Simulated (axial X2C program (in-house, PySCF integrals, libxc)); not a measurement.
TaBr: cheaper levels and CCSD(T), two-component

Computed with an in-house relativistic program for diatomic molecules. Two-component (2c) means X2C with spin–orbit coupling and atomic mean-field two-electron Coulomb and Gaunt terms. Basis: Ta dyall-cv3z [13s14p9d7f4g], Br dyall-cv3z [8s9p6d4f1g] (cores contracted in-house); Gaussian nuclei, density fitting, unrestricted open shells. Masses: Ta 180.948 u, Br 78.918 u.

State: Ω = 1 (⟨Sz⟩ = 1.96, ⟨Lz⟩ = -0.96 at HF); fragments Ta + Br.

| level | Re (Å) | ωe (cm⁻¹) |
| --- | --- | --- |
| PBE0 | 2.421 | 256.8 |
| HF | 2.506 | 235.4 |
| MP2 | 2.419 | 261.1 |
| CCSD | 2.446 | 253.1 |

Correlated methods: 20 electrons correlated (number of frozen shells: Ta 4 s, 3 p, 2 d, 1 f; Br 3 s, 2 p, 1 d), 330 virtual spin orbitals or spinors in MP2, 110 natural virtuals in coupled cluster.

CCSD(T), same Hamiltonian and basis:

Re = 2.440 Å, ωe = 254.8 cm⁻¹; T1 = 0.015 (Lee–Taylor normalisation).

Q: Give the differences from CCSD(T) in the columns below.

A: 

```tsv
level	ΔRe (Å)	Δωe (cm⁻¹)
PBE0	-0.019	2.0
HF	0.066	-19.4
MP2	-0.021	6.3
CCSD	0.006	-1.7
```

The state is a single determinant with fixed occupations, the lowest that a limited PBE0 search found. De is not given where an atomic determinant may have missed its ground term or J level, or where the truncated virtual space spoils (T). Density functionals use the spin component along the axis (collinear). Coupled cluster ran in a truncated set of natural virtual spinors; the MP2 energy of the rest was added. (T) has no such correction and the atoms are truncated less, which lowers De at CCSD(T) by a hundredth of an eV or more. Other states lie close and PBE0, whose exact exchange favours high spin, may order them wrongly; the determinant shown need not be the ground state. The nearest other 2c determinant of the search, Ω = 2, lies 0.12 eV up at the distance of the search. The functionals have no current-density term, which raises determinants with orbital currents, atoms included. With several unpaired electrons one determinant need not be a pure state. Open-shell Ω = 0 determinants with evenly filled partner blocks cannot be reached by this program, so the Ω shown need not be the lowest component.
